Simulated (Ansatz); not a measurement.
Basis sets compared for `CC(C)(C)C#CC#CC#CC#CC#CC#CC#CC#CC#CC(C)(C)C`. The state is a singlet with charge 0. Geometry PBE-D4/def2-SVP. Ansatz on 2 threads of AMD EPYC 7R13 on a shared host and a share (18 GiB) of an NVIDIA H100 80GB HBM3; times are rough, and most runs start from earlier orbitals.

```xyz
44

C    -3.2664  -12.1919    3.2901
C    -4.3947  -11.1386    3.4223
C    -5.5807  -11.5188    2.5009
C    -4.8741  -11.0624    4.8935
C    -3.8770   -9.8293    3.0197
C    -3.4414   -8.7182    2.6784
C    -2.9653   -7.5129    2.3083
C    -2.5199   -6.3900    1.9672
C    -2.0481   -5.1980    1.6008
C    -1.6024   -4.0713    1.2501
C    -1.1323   -2.8839    0.8856
C    -0.6852   -1.7529    0.5412
C    -0.2176   -0.5668    0.1769
C     0.2283    0.5641   -0.1719
C     0.6946    1.7504   -0.5374
C     1.1388    2.8819   -0.8840
C     1.6069    4.0702   -1.2480
C     2.0540    5.1981   -1.5927
C     2.5239    6.3907   -1.9599
C     2.9625    7.5134   -2.3101
C     3.4371    8.7189   -2.6817
C     3.8760    9.8296   -3.0200
C     4.3926   11.1391   -3.4236
C     5.1063   11.7961   -2.2156
C     5.3960   10.9496   -4.5886
C     3.2114   12.0288   -3.8853
H    -2.4052  -11.9350    3.9378
H    -3.6476  -13.1884    3.5937
H    -2.9060  -12.2591    2.2448
H    -5.2598  -11.5727    1.4420
H    -5.9809  -12.5104    2.7963
H    -6.3979  -10.7749    2.5779
H    -5.2702  -12.0493    5.2094
H    -4.0404  -10.7878    5.5692
H    -5.6780  -10.3094    5.0110
H     4.4061   11.9367   -1.3689
H     5.5029   12.7892   -2.5105
H     5.9519   11.1717   -1.8661
H     5.7939   11.9361   -4.9037
H     4.9063   10.4752   -5.4616
H     6.2474   10.3117   -4.2798
H     2.4787   12.1726   -3.0670
H     3.5914   13.0243   -4.1938
H     2.6842   11.5736   -4.7466
```

Single mean-field runs in def2-SVP, def2-TZVP are fitted with def2-universal-jkfit.

Binding counts from free atoms (C triplet, H doublet) in the same basis, without a counterpoise term.

| level | functions | energy (Eh) | HOMO (eV) | LUMO (eV) | binding per atom (eV) | wall time |
| --- | --- | --- | --- | --- | --- | --- |
| PBE-D4/def2-SVP | 454 | -999.1951 | -5.20 | -3.74 | 5.37 | 5.5 s |
| PBE0-D4/def2-SVP | 454 | -999.2204 | -5.99 | -3.37 | 5.22 | 4.9 s |

Task: Estimate the rows for PBE-D4/def2-TZVP (with forces), PBE0-D4/def2-TZVP (with forces).

Result: 
| level | functions | energy (Eh) | HOMO (eV) | LUMO (eV) | binding per atom (eV) | wall time |
| --- | --- | --- | --- | --- | --- | --- |
| PBE-D4/def2-TZVP (with forces) | 914 | -1000.2558 | -5.25 | -3.79 | 5.30 | 11 s |
| PBE0-D4/def2-TZVP (with forces) | 914 | -1000.2690 | -5.99 | -3.37 | 5.14 | 11 s |
